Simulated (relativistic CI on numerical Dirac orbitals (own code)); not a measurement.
**Radial parameters of Br¹²⁺**

Computed by Dirac-Coulomb-Breit CI, separate exchange-only KLI orbitals for each configuration, model QED (radiative potential, 1s self-energy scaled to tabulated hydrogen-like ionisation energies), unscaled Slater integrals (own radial code, finite nucleus).

Slater integrals F^k, G^k are unscaled and averaged over j, outside the closed core [Ne]; ζ comes from projecting the Hamiltonian with its Breit term on Σ l·s of the shell.

- 3s²3p⁶3d⁵: F^2(3d,3d) = 200010, F^4(3d,3d) = 127660, ζ(3d) = 4250.1 cm⁻¹; <r>(3d) = 0.4968, <r^2>(3d) = 0.2923 (bohr units).
- 3s²3p⁵3d⁶: ζ(3p) = 42195, F^2(3d,3d) = 199410, F^4(3d,3d) = 127260, F^2(3p,3d) = 188340, G^1(3p,3d) = 219130, G^3(3p,3d) = 140100, ζ(3d) = 4156.4 cm⁻¹; <r>(3p) = 0.5214, <r^2>(3p) = 0.3147, <r>(3d) = 0.4981, <r^2>(3d) = 0.2939 (bohr units).
- 3s²3p⁴3d⁷: F^2(3p,3p) = 191360, ζ(3p) = 42213, F^2(3d,3d) = 198780, F^4(3d,3d) = 126840, F^2(3p,3d) = 188000, G^1(3p,3d) = 218960, G^3(3p,3d) = 139910, ζ(3d) = 4064.6 cm⁻¹; <r>(3p) = 0.5221, <r^2>(3p) = 0.3155, <r>(3d) = 0.4994, <r^2>(3d) = 0.2956 (bohr units).

**Question.** Give the Racah parameters of the d shell in 3s²3p⁶3d⁵.

**Answer.** B = F²/49 − 5F⁴/441 = 2634 cm⁻¹ and C = 35F⁴/441 = 10132 cm⁻¹.

Averages of the first 10 configurations, taken without configuration mixing, which lowers the lowest level and can move excited configurations by several eV; other configurations of the list can lie among them:

| Configuration | Parity | States | Average energy above the lowest level (eV) |
| --- | --- | --- | --- |
| 3s²3p⁶3d⁵ | even | 252 | 17.3 |
| 3s²3p⁵3d⁶ | odd | 1260 | 129.3 |
| 3s²3p⁴3d⁷ | even | 1800 | 244.0 |
| 3s3p⁶3d⁶ | even | 420 | 203.7 |
| 3s²3p⁶3d⁴4s | even | 420 | 166.2 |
| 3p⁶3d⁷ | even | 120 | 393.7 |
| 3s²3p⁶3d⁴4p | odd | 1260 | 188.9 |
| 3s²3p⁶3d⁴4d | even | 2100 | 224.0 |
| 3s3p⁵3d⁷ | odd | 1440 | 314.6 |
| 3s²3p⁶3d³4s² | even | 120 | 328.9 |
